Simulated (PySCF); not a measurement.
**Excitation energy of Al²⁺ by level of theory**

Al²⁺ [Ne] 3s1 (2S) → Al²⁺ [Ne] 3d1 (2D), as a difference of total energies. Computed with PySCF 2.14 in aug-cc-pwCVTZ (8s7p5d3f, 75 functions), with no relativity, point nucleus. Correlated levels: valence and next inner shell: 1s2 frozen. The calculations carry no spin-orbit coupling.

```json
{"method": "UHF", "excitation energy (eV)": "14.120"}
{"method": "MP2 (valence and next inner shell)", "excitation energy (eV)": "14.324"}
{"method": "SCS-MP2 (valence and next inner shell)", "excitation energy (eV)": "14.282"}
{"method": "CCSD (valence and next inner shell)", "excitation energy (eV)": "14.325"}
{"method": "CCSD(T) (valence and next inner shell)", "excitation energy (eV)": "14.331"}
```

Task: How much does correlation contribute at CCSD(T) (valence and next inner shell)?

Result: 14.331 − (14.120) = 0.211 eV, measured against UHF.

The promoted electron is Rydberg-like, and one or two diffuse shells describe it only roughly, which tends to raise the upper state.
